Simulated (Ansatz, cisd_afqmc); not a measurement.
System: B2F4, charge 0, singlet. B2F4 (SMILES FB(B(F)F)F).
B3LYP-D3(BJ)/def2-TZVP minimum from Ansatz (a program for electronic structure):
```
B
F 1 1.3221
F 1 1.3221 2 116.89
B 1 1.7178 2 121.55 3 -180.00
F 4 1.3221 1 121.55 2 90.00
F 4 1.3221 5 116.89 1 -180.00
```

Atomisation energy term by term, kcal/mol (programs: Ansatz, cisd_afqmc). Radicals and triplets start from unrestricted determinants; spin-orbit coupling is neglected. Cores are frozen in correlated methods. Rows without X2C or -DK are non-relativistic. AFQMC is phaseless with a CISD trial state; ± is one standard error, without the phaseless bias. Outlying blocks are dropped, and bars are widened where a walk drifts. Over all cases where full CI ran beside it in this data, AFQMC minus full CI had a median of +0.1 mEh and passed +0.4 mEh in a tenth of the cases. CBS(X,Y): correlation extrapolated as X^-3, Hartree-Fock from the larger set (Q,5: extrapolated as (X+1)exp(-9√X)). A bracket is a step between two methods taken in the basis named. '+ core + X2C': CCSD(T) terms for core correlation (cc-pwCVTZ) and scalar relativity (cc-pVTZ-DK). Where a partner has so few electrons that a lower coupled-cluster level is exact, that level stands in.

| term | basis | kcal/mol |
|---|---|---|
| Hartree-Fock | CBS(cc-pVQZ,cc-pV5Z) | 539.08 |
| CCSD correlation | CBS(cc-pVQZ,cc-pV5Z) | 143.11 |
| (T) | CBS(cc-pVQZ,cc-pV5Z) | 13.55 |
| CCSDT(Q) - CCSD(T) | cc-pVDZ | 0.85 |
| core correlation | cc-pwCVTZ | 2.93 |
| scalar relativity | X2C, cc-pVTZ-DK | -0.91 |
| sum: De |  | 698.6 |

The step beyond CCSD(T) by other levels: AFQMC/CISD in cc-pVTZ 0.80 ± 0.28 kcal/mol.
